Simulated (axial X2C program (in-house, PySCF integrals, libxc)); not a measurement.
Low determinants of GaIn at the PBE0 level, 2c

Computed with an in-house relativistic program for diatomic molecules. Two-component (2c) means X2C with spin–orbit coupling and atomic mean-field two-electron Coulomb and Gaunt terms. Basis: In dyall-cv3z [11s12p9d4f1g], Ga dyall-cv3z [9s9p7d4f1g] (cores contracted in-house); Gaussian nuclei, density fitting, unrestricted open shells. Masses: In 114.904 u, Ga 68.926 u.

Search at 2.660 Å (vertical energies from the lowest determinant):

| ΔE (eV) | state | electrons beyond evenly filled partner blocks | electrons in ±ω = 1/2, 3/2, 5/2, 7/2 |
| --- | --- | --- | --- |
| 0.00 | Ω = 1 | ω = -1/2, ω = 3/2 | 51 23 6 0 |
| 0.02 | Ω = 2 | ω = 1/2, ω = 3/2 | 51 23 6 0 |
| 0.07 | Ω = 1 | 2 × ω = 1/2 | 52 22 6 0 |
| 0.64 | Ω = 0 | none | 50 24 6 0 |
| 0.72 | Ω = 0 | none | 52 22 6 0 |
| 2.00 | Ω = 3 | 2 × ω = 3/2 | 50 24 6 0 |
| 3.72 | Ω = 0 | 3 × ω = 1/2, ω = -3/2 | 51 23 6 0 |

Lowest determinant, Ω = 1 (⟨Sz⟩ = 0.98, ⟨Lz⟩ = 0.02 at PBE0): Re = 2.612 Å, ωe = 173.2 cm⁻¹.

The determinant in row 2 of the search, Ω = 2 (⟨Sz⟩ = 0.99, ⟨Lz⟩ = 1.01 at PBE0), was followed along the bond at PBE0; measured from the minimum of the lowest determinant it gives:

Te = -0.059 eV (-473 cm⁻¹), Re = 2.872 Å, ωe = 137.6 cm⁻¹.

(1) Compare the bond of the determinant in row 2 with that of the lowest one.

The search compares states at one distance, so a state with another bond length can lie lower; it is not exhaustive and yields mostly the lowest determinant of each block pattern, so other components and higher states of one pattern are missing. These are energies of single determinants, not of spin-adapted states; PBE0 term energies can be off by some tenths of an eV, and the functional has no current term. Open-shell Ω = 0 determinants with evenly filled partner blocks cannot be reached by this program, so the Ω shown need not be the lowest component. The lowest determinant need not be the ground state where others lie within half an eV. Some points of a curve did not converge.

Answers

(1) At PBE0 its Re is 0.260 Å longer and its force constant, which goes as ωe², is 0.63 times that of the lowest determinant. T0 ≈ Te + Δωe/2 = -473 + (-18) = -491 cm⁻¹.
